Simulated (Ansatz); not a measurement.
Harmonic frequencies (cm⁻¹) at PBE0-D4/def2-TZVP from Ansatz: 163, 193, 245, 268, 278, 310, 361, 375, 387, 738, 834, 854, 954, 954, 962, 983, 1045, 1056, 1194, 1210, 1248, 1324, 1374, 1391, 1416, 1468, 1474, 1475, 1493, 1495, 1510, 2562, 2641, 3025, 3026, 3030, 3095, 3096, 3098, 3113, 3117, 3119.

(1) Which molecule is it?
A. `BCC(C)C`
B. `CBC(C)C`
C. `CCBCC`
D. `BC(C)(C)C`

## Answers

(1) D.
